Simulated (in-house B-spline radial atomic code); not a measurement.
## RPA and G0W0 on LDA VWN5: P⁸⁺

Configuration [He] 2s2 2p3, highest spin, mean-field start LDA VWN5. Computed with a B-spline radial code for spherical atoms: all electrons, non-relativistic, point nucleus, each spin shell either full or empty, empty states to l = 9 with an (l + 1/2)⁻⁴ tail; G0W0 by contour deformation at full frequency.

Command:
```bash
python run_gw.py task.json out
```
Settings (radii: box in bohr, nucleus in fm):
```
Z                        15
electrons                7
configuration            [He] 2s2 2p3
hamiltonian              nr
method                   lda,vwn
lmax                     9
spin_polarised           True
box_radius               7.7
intervals                46
```

Time taken, with all properties: 1.2 s on 1 thread of Arm Neoverse N1, on a shared host.

Energies (hartree):

| term | value |
| --- | --- |
| mean-field total | -304.32705 |
| Hartree-Fock functional on these orbitals | -305.38914 |
| direct second order | -0.44425 |
| second-order exchange | 0.22123 |
| SOSEX correction | 0.19798 |

Q: What is the RPA correlation energy, and what remains with SOSEX?

A: RPA gives -0.39918 hartree (-1.55 eV per electron); RPA + SOSEX gives -0.2012, and the second-order doubles -0.22303 hartree (no singles). SOSEX takes back 50 % of the RPA value.

Quasi-particle levels (eV):

```csv
level,occupied,mean field,Σx - vxc,Σc,QP weight,G0W0
2p up,yes,-347.30,-27.22,?,?,?
2s down,yes,-372.84,-17.64,-3.46,0.974,-393.94
2p down,no,-331.11,25.91,-4.27,0.981,-309.47
```

G0W0 = mean field + (Σx - vxc) + Σc, with Σc (partial-wave tail included) taken at the quasi-particle energy. Levels of low weight are left out.

Q: Where does G0W0 put 2p up?

A: At -372.42 eV, with Σc = 2.11 eV and a quasi-particle weight of 0.970. The tabulated removal energy is 372.31 ± 0.21 eV (NIST, semi-empirical); the calculation leaves out relativity, Breit and QED terms, and what these don't explain is the method's own error.
